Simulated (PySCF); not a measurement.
# Calculated properties of `C#CCCS(=O)(=O)[O-]`

C4H5O3S (charge -1).
SMILES with atom numbers: `[CH:1]#[C:2][CH2:3][CH2:4][S:5](=[O:6])(=[O:7])[O-:8]` (hydrogens: H9 on C1; H10, H11 on C3; H12, H13 on C4)

Some functional groups and rings: alkyne.

GFN2-xTB geometry:

| Item | Value |
| --- | --- |
| Point group of the GFN2-xTB geometry | Cs |
| Rotational constants A, B, C of the GFN2-xTB geometry | 4.689, 0.912, 0.903 GHz |

PBE0/pcSseg-1 ground state and GIAO shieldings, non-relativistic (PySCF):

| Property | Result |
| --- | --- |
| HOMO energy | -2.20 eV |
| LUMO energy | 4.46 eV |
| HOMO–LUMO gap | 6.66 eV |
| Lowest Hirshfeld atomic charge | -0.43 e on O7 |
| Highest Hirshfeld atomic charge | +0.45 e on S5 |
| 13C chemical shifts (computed TMS as zero) by class | 98.0 (C2), 66.7 (C1), 58.3 (C4), 17.6 (C3) ppm |
| 1H chemical shifts (computed TMS as zero) by class | 3.09 (H10/H11), 2.15 (H12/H13), 0.80 (H9) ppm |
| Isotropic shieldings of nuclei other than C and H, by class | 121 (O6/O7/O8), 187 (S5) ppm |
| Mayer bond orders between heavy atoms | C1–C2 2.49, C2–C3 1.12, C3–C4 1.02, C4–S5 0.88, S5–O6 1.61, S5–O7 1.67, S5–O8 1.61 |

Monoisotopic mass of the ion (most abundant isotopes, electron mass counted): 132.9965 u.

The rotational constants make it an asymmetric top with κ = (2B − A − C)/(A − C) = -1.00, nearer the prolate limit (−1). With B = h/(8π²I), that is 505.379 GHz u Å² over I, the principal moments of inertia are 107.8, 554.4 and 559.8 u Å² (most abundant isotopes); the inertial defect Ic − Ia − Ib is -102.4 u Å² (zero for a rigid planar frame, negative otherwise).

Geometry: GFN2-xTB, one conformer, isolated ion. NMR classes are plain means over equivalent atoms (diastereotopic ones count apart unless rotation or inversion swaps them), as if these changed places fast; in this geometry the members of some classes differ. No diffuse functions stand in pcSseg-1, which bears on an anion's orbital energies.

Shape of the structure used: `[CH:1]#[C:2][CH2:3][CH2:4][S:5](=[O:6])(=[O:7])[O-:8]`: C2–C3–C4–S5 180°, C3–C4–S5–O6 60°.
